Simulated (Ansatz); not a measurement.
Mulliken charges of C4H3F3, SMILES `FC1=C[C@H](F)[C@H]1F` from B3LYP/def2-TZVPP in Ansatz (PBE0-D4/def2-TZVP geometry).

| atom | x (Å) | y (Å) | z (Å) | charge (e) |
| --- | --- | --- | --- | --- |
| F1 | -0.062 | -0.935 | -2.218 | -0.175 |
| C2 | -0.075 | -0.529 | -0.971 | 0.201 |
| C3 | -0.284 | -1.133 | 0.195 | -0.208 |
| C4 | 0.064 | 0.121 | 0.947 | 0.187 |
| F5 | -0.920 | 0.609 | 1.773 | -0.236 |
| C6 | 0.172 | 0.837 | -0.426 | 0.148 |
| F7 | 1.382 | 1.405 | -0.725 | -0.229 |
| H8 | -0.585 | -2.120 | 0.513 | 0.149 |
| H9 | 1.005 | 0.115 | 1.502 | 0.078 |
| H10 | -0.614 | 1.578 | -0.586 | 0.085 |

Q: By hand: the dipole of these point charges (1 e Å = 4.8032 D).

A: Σ q r = (-0.068, -0.199, 0.158) e Å, of length 0.263 e Å = 1.26 D.

Q: How does the dipole of the full density compare? (Estimate.)

A: Ansatz gave: (-0.063, -0.233, 0.064) e Å, 1.20 D; the point charges give 1.05 times that, at 22° from its direction.

Point charges leave out the atoms' own dipoles, such as those of lone pairs, and Mulliken's split depends on the basis, so the two needn't agree.

B3LYP here is the variant with VWN-RPA as its local correlation; programs differ in this.
